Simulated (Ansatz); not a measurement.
CaF2 (SMILES [F][Ca][F]) moved off its minimum; all values from Ansatz (a quantum-chemistry and plane-wave program), cores frozen in correlated methods.
(charge 0, multiplicity 1)
```xyz
3

Ca     0.28346     0.00518     0.04795
F     -0.66989     1.30020    -1.07750
F      0.07824    -1.45507     1.38944
```

Forces at B3LYP/def2-TZVPP (eV/Å):

```tsv
atom	Fx	Fy	Fz
Ca1	0.427	-0.283	0.233
F2	-0.378	0.482	-0.418
F3	-0.048	-0.200	0.185
```

Q: Give the forces (eV/Å), the total energy and the dipole at CCSD(T)/def2-TZVPPD.

A: 
```csv
atom,Fx,Fy,Fz
Ca1,0.774,-0.287,0.218
F2,-0.707,1.012,-0.882
F3,-0.068,-0.725,0.664
```
Energy -876.4388 hartree, dipole 4.33 D.
